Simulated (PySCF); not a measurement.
CdH4SSi, SMILES [SH][Cd][SiH3]. Heavy atoms are numbered as in [Cd:1]([SH:2])[SiH3:4]. Hydrogens are named by the atom that carries them.

The structure is a stationary point at PBE0-D3(BJ)/def2-SVP. The def2 effective core potentials stand for the cores of Cd; spin–orbit coupling is left out. Other conformers were not sampled.

The numbers are results of PBE/def2-TZVPD (PySCF), not measurements.

Mulliken values depend strongly on the basis, most of all with diffuse functions as here. ESP charges are fitted to the potential on shells at 1.4 to 2.0 van der Waals radii. Atomic charges (e), one atom of each kind:

```json
[
 {"atom": "Cd1", "Mulliken": "0.39", "ESP fit": "0.44"},
 {"atom": "S2 (SH)", "Mulliken": "-0.53", "ESP fit": "-0.42"},
 {"atom": "H on S2", "Mulliken": "0.16", "ESP fit": "___"},
 {"atom": "Si4 (SiH3)", "Mulliken": "0.03", "ESP fit": "___"},
 {"atom": "H on Si4", "Mulliken": "-0.02", "ESP fit": "___"}
]
```

**Question.** Some entries are withheld; supply them. (An estimate is asked for; the answer gives what the named calculation found.)

**Answer.** 
- H on S2, ESP fit: 0.13
- Si4 (SiH3), ESP fit: -0.19
- H on Si4, ESP fit: 0.01
